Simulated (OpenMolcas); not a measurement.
# neutral niobium: effect of the IPEA shift

```yaml
Program: OpenMolcas 26.06
Basis: ANO-RCC-VTZP [7s6p4d2f1g]
Scalar_Hamiltonian: DKH2, point nucleus
Active_space: 5 electrons in 9 orbitals (RAS2 4d 5s; RAS3 5p, at most 2 electrons)
State_averaging: 2S+1 = 6 even, 6 roots; 2S+1 = 4 even, 77 roots kept (CI in the orbitals of an earlier block, 50 in the spin-orbit step); 2S+1 = 2 even, 86 roots kept (CI in the orbitals of an earlier block); 2S+1 = 6 odd, 45 roots (36 in the spin-orbit step); 2S+1 = 4 odd, 85 roots kept (CI in the orbitals of an earlier block, 35 in the spin-orbit step); 2S+1 = 2 odd, 86 roots kept (CI in the orbitals of an earlier block, 6 in the spin-orbit step)
Spin-orbit_coupling: RASSI with atomic mean-field integrals over the reference wave functions, term energies averaged over their components
```

Methods on the same reference wave functions:
A. RASSCF
B. MS-RASPT2, IPEA 0 Eh, imaginary shift 0.1 Eh (closed shells correlated: 4s 4p)
C. MS-RASPT2, IPEA 0.25 Eh, imaginary shift 0.1 Eh (closed shells correlated: 4s 4p)

Energies in cm-1 above 4d4 5s 6D 1/2, the measured ground level; measured values from NIST Handbook of Basic Atomic Spectroscopic Data.

```csv
Level,A,B,C,Measured
4d4 5s 6D 1/2,0.0,0.0,0.0,0.0
4d4 5s 6D 3/2,144,174,149,154
4d4 5s 6D 5/2,371,434,380,392
4d4 5s 6D 7/2,669,745,678,695
4d4 5s 6D 9/2,1027,1097,1031,1050
4d3 5s2 4F 3/2,4963,191,873,1143
4d3 5s2 4F 5/2,5315,572,1243,1587
4d3 5s2 4F 7/2,5778,1072,1733,2154
4d3 5s2 4F 9/2,6322,1652,2310,2805
4d4 5s 4P 1/2(1),8648,1230,4010,
4d4 5s 4P 3/2(1),9006,1415,4240,
4d4 5s 4P 5/2(1),9685,1852,4750,
4d4 5s 4D 1/2(1) [68 %],10920,8120,8930,
4d4 5s 4D 3/2(1),11166,8580,9230,
4d4 5s 4D 5/2(1),11499,9040,9570,
4d3 5s 5p 6G* 3/2,11809,17330,17610,
4d4 5s 4D 7/2(1),11905,9350,10010,
4d3 5s 5p 6G* 5/2,12072,17600,17870,
4d3 5s 5p 6G* 7/2,12437,17980,18240,
4d3 5s 5p 6G* 9/2,12899,18450,18710,
4d3 5s 5p 6G* 11/2,13455,19010,19260,
4d3 5s2 2G 7/2,13649,7700,9440,
4d3 5s2 2G 9/2,14090,8170,9890,
4d3 5s 5p 6G* 13/2,14098,19650,19900,
```

Deviations, from unrounded energies. A percentage is the sum of absolute deviations over the sum of measured energies, with the sign that they share, or ± where signs differ.

| Against measurement | Levels | A | B | C |
| --- | --- | --- | --- | --- |
| mean absolute deviation (cm-1) | 8 | 1800 | 540 | 200 |
| fine structure of the ground term (%) | 4 | -3.5 | +6.9 | -2.3 |
| other configurations (%) | 4 | +191.0 | -54.6 | -19.9 |

C lies closest to measurement on these levels and A furthest from it. The largest miss of C in the table is 4d3 5s2 4F 9/2, by -490 cm-1. The ranking rests on the paired levels alone, and a cruder setting can come out closer through cancelling errors.

Between B and C the level of the table that moves most is 4d4 5s 4P 5/2(1), by 2900 cm-1 (lowest in B, highest in C). Moves below CASPT2's spread within the term are not significant.

The mean deviations of B to C differ by less than CASPT2's widest spread within a term (2200 cm-1), so their order carries little weight.

From A to B the spin-free energies of the other terms of 4d4 5s shown, above 6D, scale by factors of 0.10 to 0.77.

The lowest spin-free term lies below A's lowest term by 0.367 hartree in B, 0.351 hartree in C.

CASPT2 breaks the degeneracy within a term, and the mean is taken; among the terms shown or strongly mixed into the levels shown the widest spread is 2200 cm-1 (4d3 5s2 4F, B). Over all roots computed the reference weight is 0.83 to 0.89 in B, 0.86 to 0.91 in C; the roots of lowest weight are the least certain, and an intruder state may touch them. Some high roots are left out of the spin-orbit mixing, which shifts the levels that they would mix with. Terms from blocks run as CI alone lack orbitals of their own. Configurations are named by rounded mean occupations; where the s occupation lies near a half they are strongly mixed, a name can repeat and a true partner stay unpaired. A single d shell beside an s shell can misplace configurations of different d count against each other. The CASPT2 spread within a term exceeds the gap to the next term for 4d4 5s 6D and 4d3 5s2 4F, 4d3 5s2 4F and 4d4 5s 4P(1), so the order of their levels is uncertain, and so are names and mixing where such terms share a J (figures for B; the like holds for C). Without dynamic correlation excited terms often stand tens of per cent too high (terms of higher spin than the ground term too low), and those without a measured partner can miss by more than the paired ones (holds for A). Blocks of more than 70 roots (2S+1 = 2 even) ran without multistate coupling (holds for B; C). Some levels mix across a computed gap that differs much from the measured one, so their mixing is not that of the real levels (holds for B). Computed and measured levels are paired by configuration, term and J; levels that our copy of the source lacks, or whose pairing is in doubt (as where it misses far off the trend of its configuration), stay unpaired and out of the deviations. Levels of configurations outside the active space are missing. The table leaves out levels that lie high or whose names do not pair safely across all columns.

A share in square brackets marks a mixed level and gives the weight of the term that names it, the lowest over the columns. A number in round brackets counts repeated terms of one configuration in the order of the reference energies. * marks odd parity.
